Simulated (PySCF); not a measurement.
H2O4S, charge +1, doublet, geometry from GFN2-xTB (a state made from the parent by changing its charge; the spin is typed, not shown lowest).

The PySCF input:
```python
from pyscf import gto, scf, dft

mol = gto.M(
    atom='''
O    -0.46529138    1.41220598   -0.07095844
S    -0.01626657   -0.02567348   -0.00245745
O    -0.36107300   -0.82927774   -1.16232897
O    -0.68935298   -0.82860665    1.00363709
O     1.46298435    0.16245005    0.22168374
H    -1.38901452    1.65960187   -0.21103719
H     2.07114373   -0.58299923    0.31408907
''',
    basis='cc-pv(d+d)z',
    charge=1,
    spin=1,
    verbose=4,
)

mf = dft.UKS(mol)
mf.xc = 'r2scan'
mf = mf.density_fit(auxbasis='def2-universal-jkfit')
mf.kernel()
mf.analyze()
```

What does this run give for the HOMO energy, number of basis functions?


```
Quantity                      Result
-------------------------  ---------
HOMO energy                -14.97 eV
number of basis functions         89
```

These values belong to the state on which the SCF converged, which isn't shown to be the lowest.

Roughly what does it cost on one core?

very roughly 26 core-seconds.
